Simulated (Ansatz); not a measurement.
The cluster CrO₂⁻ (the lowest doublet isomer of a short search), 3 atoms. Hardware: 2 threads of Arm Neoverse V1 on a shared host.

Correlated methods freeze 7 core orbitals; core or outer-core shells of Cr are correlated, in sets that lack core-valence functions.

How many basis functions does each of these Ansatz runs have, and roughly what does it cost? CCSD(T)/def2-TZVPPD, charge -1 sextet, energy, from earlier orbitals; RPA@PBE/def2-TZVPD, charge -1 doublet, energy, from earlier orbitals; PBE-D4/def2-TZVPD, charge -1 doublet, energy, from earlier orbitals; r2SCAN-D4/def2-TZVPD, charge -1 doublet, energy, from earlier orbitals; B2PLYP/def2-TZVPD, charge -1 quartet, energy, from earlier orbitals; PBE-D4/def2-SVPD, charge -1 doublet, energy, from earlier orbitals; PBE0-D4/def2-TZVPD, charge -1 doublet, relaxation, 15 steps; B3LYP-D4/def2-TZVPD, charge -1 quartet, energy, from earlier orbitals; PBE0-D4/def2-SVPD, charge -1 doublet, energy, from earlier orbitals; PBE0-D4/def2-TZVPD, charge -1 quartet, energy, from earlier orbitals; CAM-B3LYP-D4/def2-TZVPD, charge -1 sextet, energy, from earlier orbitals; PBE-D4/def2-TZVPD, charge -1 quartet, energy, from earlier orbitals.

Other jobs shared the machine, so times can vary by a factor of up to 3. A dash marks memory too small to be measured apart from the calling script's.

| run | functions | fitting or Cholesky vectors | wall time | peak host memory (GiB) |
| --- | --- | --- | --- | --- |
| PBE-D4/def2-TZVPD, charge -1 quartet, energy, from earlier orbitals | 128 | 810 | 2.6 s | – |
| PBE-D4/def2-SVPD, charge -1 doublet, energy, from earlier orbitals | 80 | 765 | 3.6 s | – |
| PBE0-D4/def2-TZVPD, charge -1 quartet, energy, from earlier orbitals | 128 | 864 | 3.6 s | – |
| B3LYP-D4/def2-TZVPD, charge -1 quartet, energy, from earlier orbitals | 128 | 855 | 3.8 s | – |
| B2PLYP/def2-TZVPD, charge -1 quartet, energy, from earlier orbitals | 128 | 957 | 5.5 s | – |
| PBE0-D4/def2-SVPD, charge -1 doublet, energy, from earlier orbitals | 80 | 821 | 5.5 s | – |
| RPA@PBE/def2-TZVPD, charge -1 doublet, energy, from earlier orbitals | 128 | 957 | 5.5 s | – |
| PBE-D4/def2-TZVPD, charge -1 doublet, energy, from earlier orbitals | 128 | 810 | 6 s | – |
| r2SCAN-D4/def2-TZVPD, charge -1 doublet, energy, from earlier orbitals | 128 | 810 | 15 s | – |
| CAM-B3LYP-D4/def2-TZVPD, charge -1 sextet, energy, from earlier orbitals | 128 | 855 | 20 s | – |
| CCSD(T)/def2-TZVPPD, charge -1 sextet, energy, from earlier orbitals | 147 | 979 | 38 s | 1.4 |
| PBE0-D4/def2-TZVPD, charge -1 doublet, relaxation, 15 steps | 128 | 864 | 40 s | – |
